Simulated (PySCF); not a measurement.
HOSi, multiplicity 2. Atoms are numbered in the order given.

```xyz
3

O      0.0825     1.0370     0.0000
Si    -0.1280    -0.4937     0.0000
H      1.1329    -1.3850     0.0000
```
Charge 0, spin multiplicity 2.

Geometry: PBE-D3(BJ)/def2-TZVPD. The isomer is the one that the SMILES or the coordinates give; other isomers of the formula were not compared.

Calculation: PySCF with PBE/def2-TZVPD.

Mulliken values depend strongly on the basis, most of all with diffuse functions as here. ESP charges are fitted to the potential on shells at 1.4 to 2.0 van der Waals radii. Atomic charges (e):

```json
[
 {"atom": "O1", "ESP fit": "___", "Mulliken": "-0.32", "Mulliken spin": "0.26"},
 {"atom": "Si2", "ESP fit": "___", "Mulliken": "0.27", "Mulliken spin": "0.51"},
 {"atom": "H3", "ESP fit": "___", "Mulliken": "0.05", "Mulliken spin": "0.24"}
]
```

### Question
Fill in the missing entries. (An estimate is asked for; the answer gives what the named calculation found.)

### Answer

- O1, ESP fit: -0.42
- Si2, ESP fit: 0.40
- H3, ESP fit: 0.02
